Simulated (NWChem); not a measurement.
System: CH$_{3}$F$_{3}$OSi; SMILES CO[Si](F)(F)F

The following NWChem deck was run.

```
start job
memory heap 200 mb stack 900 mb global 1100 mb
geometry units angstroms noautosym nocenter noautoz
  C     -0.073391     2.333021     0.001460
  O      0.645875     1.120546     0.000714
  Si     0.059216    -0.382054     0.000232
  F     -0.852812    -0.671218    -1.279550
  F      1.278887    -1.402634    -0.002896
  F     -0.848314    -0.673909     1.282590
  H     -0.708610     2.421934     0.897907
  H     -0.707344     2.423683    -0.895697
  H      0.649965     3.159739     0.002802
end
basis spherical
  C library 6-31g*
  O library 6-31g*
  Si library 6-31g*
  F library 6-31g*
  H library 6-31g*
end
dft
  xc xpbe96 cpbe96
  iterations 150
end
property
  efieldgrad
end
task dft property
```

Geometry: optimised at PBE0/def2-SVP.

Vzz is the largest principal value of the second derivative of the potential at the nucleus (NWChem prints the opposite sign); η is the asymmetry. Non-relativistic.

Atoms are numbered as in the input.

Question: Give the results of this calculation. (PBE/6-31G* (spherical d).) Quantities: Vzz O2 (a.u.); η O2.

Answer: 
* **Vzz O2 (a.u.)**: 1.541
* **η O2**: 0.40
